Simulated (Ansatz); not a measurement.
Ansatz results at the PBE0-D4/def2-TZVP geometry: size of the dipole moment (B3LYP/def2-TZVPP) 1.58 D; size of the dipole moment (ωB97M-V/def2-TZVPP) 1.61 D; size of the dipole moment (PBE/def2-TZVPP) 1.56 D.

Each molecule was computed in one conformer, which needn't be the lowest.

Question: Which molecule gave them?
A. `CO[Si](O)[SiH3]`•
B. `C[O][Al][O]C`•
C. `[O][Ge]([F])([F])[F]`•
D. `CO[Si](O)Cl`•

Answer: A. The others give `C[O][Al][O]C`•: 1.36, 1.28, 1.38; `[O][Ge]([F])([F])[F]`•: 0.35, 0.35, 0.25; `CO[Si](O)Cl`•: 2.38, 2.37, 2.34.

B3LYP here is the variant with VWN-RPA as its local correlation; programs differ in this.
